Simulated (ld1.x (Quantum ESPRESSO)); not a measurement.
Before and after: TM semilocal potential for neodymium (Nd)

* Element: neodymium (Nd)
* Generator: ld1.x (Quantum ESPRESSO) 7.5
* Type: norm-conserving Troullier–Martins (semilocal form)
* Functional: PBEsol
* Relativity: scalar-relativistic
* Frozen core: [Kr] 4d10
* Valence charge: 14
* Reference configuration: 4f4 5s2 5p6 5d0 6s0 6p0 (charge +2)
* Partial waves: 5s (bound): rc 2.30 bohr; 5p (bound): rc 2.15 bohr; 4f (bound): rc 1.55 bohr; 5d (bound, empty): rc 2.30 bohr
* Local potential: the d channel
* Core correction: Bessel-smoothed model core inside 1.15 bohr

All-electron outer shells of the reference configuration (PBEsol, scalar-relativistic, ld1.x):

| shell | level (eV) | outermost node (bohr) | outermost maximum (bohr) |
| --- | --- | --- | --- |
| 4p | -238.49 | 0.32 | 0.59 |
| 4d | -129.39 | 0.29 | 0.62 |
| 5s | -53.46 | 0.72 | 1.32 |
| 5p | -35.00 | 0.77 | 1.50 |
| 4f | -14.60 | – | 0.67 |
| 5d | -13.51 | 0.88 | 2.10 |
| 6s | -13.23 | 1.75 | 3.34 |
| 6p | -9.48 | 2.05 | 4.03 |

Change: wave 4f (bound): rc 1.55 bohr becomes 4f (bound): rc 1.24 bohr.

Cutoffs: the cutoffs (Ry, on a coarse ladder) from which the occupation-weighted sum of valence levels, in a spherical-Bessel basis at the reference potential, stays within 10 and 1 mRy of its value at 400 Ry; they do not see the model core or the augmentation charge, which bear on the density cutoff. Errors are all-electron minus pseudo energies relative to the spin-unpolarised reference configuration.

Problem. How do hardness, ghosts and transferability respond?

Solution. The potential gets harder (160 Ry and 200 Ry → 230 Ry and 260 Ry); of the 6 tests that both files solve, the error grows in 1 and shrinks in 1 by more than 15 % and 0.3 meV (median size 1171.6 → 1173.6 meV); neither file shows a bound ghost at the reference potential, the only one tested. A smaller radius makes the pseudo-wave follow the all-electron one further in, where it bends more sharply, so more plane waves are needed. A semilocal file is local in each channel, so a ghost entry of none says nothing of the separable form that plane-wave codes build from it.

| quantity | base | changed |
| --- | --- | --- |
| cutoff, loose | 160 Ry | 230 Ry |
| cutoff, tight | 200 Ry | 260 Ry |
| loose cutoff by channel (10 mRy a level) | s 15 Ry, p 18 Ry, f 140 Ry | s 15 Ry, p 18 Ry, f 200 Ry |
| bound ghosts | none | none |
| tests counted (converged, no solver errors) | 6 of 7 | 6 of 7 |
| error for 4f4 5s2 5p6 5d0 6s2 6p0, meV [ΔE -16.51 eV] | +1375 | +1377 |
| error for 4f4 5s2 5p6 5d0 6s1 6p0, meV [ΔE -10.69 eV] | +969 | +970 |
| error for 4f3 5s2 5p6 5d0 6s0 6p0, meV [ΔE 22.49 eV] | +147 | +60 |
| error for 4f5 5s2 5p6 5d0 6s0 6p0, meV [ΔE -8.20 eV] | -6.7 | -13 |
| error for 4f4 5s2 5p5 5d0 6s2 6p0, meV [ΔE 10.35 eV] | +2532 | +2532 |
| error for 4f3 5s2 5p6 5d1 6s1 6p0, meV [ΔE -8.35 eV] | +1512 | +1416 |
| s: phases at 2.49 bohr within 0.05 rad from the reference energy up to (Ry; the scan ends near 5) | -2.0 | -2.0 |
| p: phases at 2.49 bohr within 0.05 rad from the reference energy up to (Ry; the scan ends near 5) | 0.4 | 0.4 |
| d: phases at 2.49 bohr within 0.05 rad from the reference energy up to (Ry; the scan ends near 5) | 3.1 | 3.1 |
| f: phases at 2.49 bohr within 0.05 rad from the reference energy up to (Ry; the scan ends near 5) | 0.5 | 0.9 |

Base: Tests not counted: 4f4 5s2 5p6 5d0 6s0 6p1 (solver errors, printed error -6.0 eV). These tests converged, but a pseudo level misses the all-electron one widely, so the file describes the atom poorly there or has found another state: 4f4 5s2 5p6 5d0 6s2 6p0: 4f by 1.2 eV; 4f3 5s2 5p6 5d0 6s0 6p0: empty 6s by 2.8 eV. Changed file: Tests not counted: 4f4 5s2 5p6 5d0 6s0 6p1 (solver errors, printed error -7.2 eV). These tests converged, but a pseudo level misses the all-electron one widely, so the file describes the atom poorly there or has found another state: 4f4 5s2 5p6 5d0 6s2 6p0: 4f by 1.2 eV; 4f3 5s2 5p6 5d0 6s0 6p0: empty 6s by 2.8 eV.
